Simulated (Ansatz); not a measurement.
C$_{5}$H$_{13}$NO$_{2}$Si$_{2}$ (`C=C[Si@@H](O)N(C)[Si@@H](O)C=C`), relaxed with RKS PBE-D4/def2-SVP in the Gaussian-basis code of Ansatz from a rough embedded geometry. The force threshold is 0.03 eV/Å; the program also tests the step.

Charge 0, multiplicity 1.

Start:

```xyz
23

C    -1.017    2.919   -0.442
C    -1.091    1.662   -0.725
Si   -1.402    0.328    0.476
O    -2.152    0.843    1.787
N     0.043   -0.334    1.032
C     1.157    0.523    1.488
Si    0.354   -1.788    0.127
O     1.377   -2.615    1.101
C     1.185   -1.442   -1.472
C     0.596   -1.483   -2.672
H    -1.041    3.328    0.582
H    -0.772    3.668   -1.244
H    -0.961    1.371   -1.744
H    -2.301   -0.698   -0.121
H    -1.576    0.707    2.645
H     1.929   -0.066    2.023
H     1.664    1.036    0.645
H     0.806    1.275    2.195
H    -0.848   -2.617   -0.001
H     1.186   -2.566    2.091
H     2.213   -1.108   -1.362
H    -0.497   -1.750   -2.809
H     1.148   -1.193   -3.600
```

```csv
step,energy (eV),largest force (eV/Å),largest move (Å)
1,-26703.2939,3.808,0.000
2,-26704.1078,1.593,0.195
3,-26704.3434,0.289,0.200
4,-26704.3998,0.319,0.200
5,-26704.4220,0.620,0.140
6,-26704.4597,0.230,0.200
7,-26704.4695,0.178,0.058
8,-26704.4762,0.093,0.085
9,-26704.4809,0.187,0.104
10,-26704.4843,0.135,0.056
11,-26704.4875,0.141,0.133
12,-26704.4886,0.158,0.082
13,-26704.4903,0.139,0.026
14,-26704.4918,0.087,0.043
15,-26704.4928,0.058,0.056
16,-26704.4934,0.055,0.072
17,-26704.4938,0.042,0.034
18,-26704.4941,0.036,0.018
19,-26704.4944,0.019,0.040
20,-26704.4944,0.035,0.033
21,-26704.4945,0.022,0.014
```

End:

```xyz
23

C    -1.480    3.420   -0.052
C    -1.221    2.175   -0.501
Si   -1.399    0.643    0.552
O    -1.882    1.249    2.052
N     0.120   -0.232    0.667
C     1.289    0.528    1.146
Si    0.415   -1.843    0.028
O     1.289   -2.744    1.156
C     1.480   -1.844   -1.506
C     1.009   -2.224   -2.710
H    -1.838    3.589    0.978
H    -1.345    4.316   -0.684
H    -0.865    2.049   -1.542
H    -2.388   -0.341   -0.006
H    -2.070    0.566    2.718
H     2.051   -0.159    1.570
H     1.773    1.125    0.341
H     0.996    1.233    1.952
H    -0.933   -2.427   -0.294
H     0.870   -2.791    2.033
H     2.530   -1.500   -1.437
H    -0.028   -2.584   -2.838
H     1.628   -2.205   -3.624
```

It took 63 s on 6 threads of an AMD EPYC 7R13 on a shared host and a share of an NVIDIA H100 80 GB, with 0.9 GiB of host memory at the peak.
